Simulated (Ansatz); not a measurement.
The inner images of a band of C2H8AlN + ClH (14 atoms, charge 0, multiplicity 1) are given out of order.

The calculation used RKS PBE0/6-31G* in Ansatz 0.2.0.

Image 0:

```xyz
14
Properties=species:S:1:pos:R:3
Al -0.132 0.409 -0.082
C 1.684 0.067 0.613
C -0.731 -0.093 -1.884
N -1.182 1.479 0.894
H 0.460 -2.442 1.562
Cl -0.691 -2.473 0.990
H 1.716 0.002 1.709
H 2.365 0.882 0.334
H 2.124 -0.853 0.205
H -0.531 -1.150 -2.100
H -0.207 0.493 -2.652
H -1.805 0.075 -2.030
H -2.116 1.762 0.632
H -0.955 1.841 1.810
```

Image 8:

```xyz
14
Properties=species:S:1:pos:R:3
Al -1.260 -0.070 0.072
C 2.025 -0.478 0.746
C -0.748 -0.269 -1.795
N -1.428 1.483 0.911
H 1.416 -1.368 0.934
Cl -1.784 -1.771 1.231
H 2.951 -0.558 1.321
H 1.489 0.423 1.066
H 2.262 -0.410 -0.319
H -0.004 -1.064 -1.917
H -0.328 0.655 -2.207
H -1.615 -0.543 -2.409
H -1.240 2.386 0.497
H -1.735 1.584 1.868
```

Question: Put them in order from the first end to the last, with their energies above the first end.
A.
```xyz
14
Properties=species:S:1:pos:R:3
Al -0.817 -0.141 0.073
C 1.782 -0.335 0.785
C -0.727 -0.211 -1.870
N -1.091 1.390 0.963
H 0.913 -0.995 0.910
Cl -1.230 -2.043 1.008
H 2.194 -0.236 1.791
H 1.570 0.665 0.394
H 2.469 -0.859 0.121
H -0.294 -1.154 -2.220
H -0.194 0.616 -2.352
H -1.762 -0.187 -2.237
H -1.873 1.968 0.678
H -0.939 1.520 1.955
```
B.
```xyz
14
Properties=species:S:1:pos:R:3
Al -0.307 0.166 0.008
C 1.584 -0.207 0.695
C -0.679 -0.188 -1.876
N -1.119 1.446 0.949
H 0.444 -1.377 1.017
Cl -0.724 -2.182 1.092
H 1.851 -0.285 1.756
H 1.922 0.803 0.405
H 2.210 -0.902 0.124
H -0.296 -1.166 -2.189
H -0.218 0.569 -2.522
H -1.756 -0.179 -2.084
H -2.038 1.803 0.728
H -0.874 1.699 1.897
```
C.
```xyz
14
Properties=species:S:1:pos:R:3
Al -0.184 0.344 -0.058
C 1.633 -0.043 0.636
C -0.705 -0.144 -1.884
N -1.158 1.474 0.923
H 0.444 -1.890 1.268
Cl -0.742 -2.377 1.098
H 1.725 -0.192 1.721
H 2.239 0.848 0.419
H 2.144 -0.874 0.132
H -0.340 -1.143 -2.151
H -0.273 0.558 -2.609
H -1.790 -0.141 -2.039
H -2.089 1.795 0.692
H -0.904 1.785 1.851
```
D.
```xyz
14
Properties=species:S:1:pos:R:3
Al -1.258 -0.103 0.077
C 2.060 -0.448 0.737
C -0.804 -0.254 -1.809
N -1.425 1.434 0.945
H 1.370 -1.283 0.894
Cl -1.713 -1.833 1.220
H 2.782 -0.434 1.557
H 1.518 0.504 0.733
H 2.582 -0.578 -0.213
H -0.153 -1.115 -1.994
H -0.294 0.642 -2.180
H -1.706 -0.395 -2.417
H -1.267 2.345 0.536
H -1.694 1.519 1.915
```
E.
```xyz
14
Properties=species:S:1:pos:R:3
Al -0.540 -0.020 0.060
C 1.640 -0.327 0.766
C -0.672 -0.187 -1.876
N -1.087 1.442 0.946
H 0.737 -1.047 0.921
Cl -0.924 -2.088 1.003
H 1.974 -0.297 1.800
H 1.704 0.715 0.405
H 2.295 -0.924 0.135
H -0.295 -1.160 -2.207
H -0.204 0.593 -2.486
H -1.747 -0.174 -2.105
H -2.006 1.813 0.727
H -0.874 1.662 1.910
```
F.
```xyz
14
Properties=species:S:1:pos:R:3
Al -1.031 -0.170 0.069
C 1.896 -0.350 0.772
C -0.800 -0.228 -1.864
N -1.208 1.336 0.995
H 1.064 -1.052 0.904
Cl -1.392 -2.004 1.098
H 2.346 -0.201 1.755
H 1.568 0.619 0.385
H 2.614 -0.804 0.086
H -0.304 -1.154 -2.178
H -0.223 0.617 -2.257
H -1.782 -0.212 -2.353
H -1.553 2.193 0.586
H -1.195 1.411 2.002
```
G.
```xyz
14
Properties=species:S:1:pos:R:3
Al -1.200 -0.143 0.069
C 2.022 -0.398 0.748
C -0.838 -0.237 -1.842
N -1.360 1.367 0.982
H 1.254 -1.165 0.891
Cl -1.577 -1.917 1.177
H 2.535 -0.245 1.700
H 1.579 0.551 0.432
H 2.732 -0.741 -0.008
H -0.266 -1.137 -2.095
H -0.275 0.633 -2.198
H -1.774 -0.279 -2.412
H -1.293 2.292 0.580
H -1.540 1.421 1.975
```

Answer: C (+5.2 kJ/mol), B (+22.7 kJ/mol), E (-89.2 kJ/mol), A (-159.9 kJ/mol), F (-181.4 kJ/mol), G (-191.7 kJ/mol), D (-193.8 kJ/mol).

Time of the run: 4.1 min on 2 threads of Arm Neoverse V2, on a shared host, peak memory 0.22 GiB.
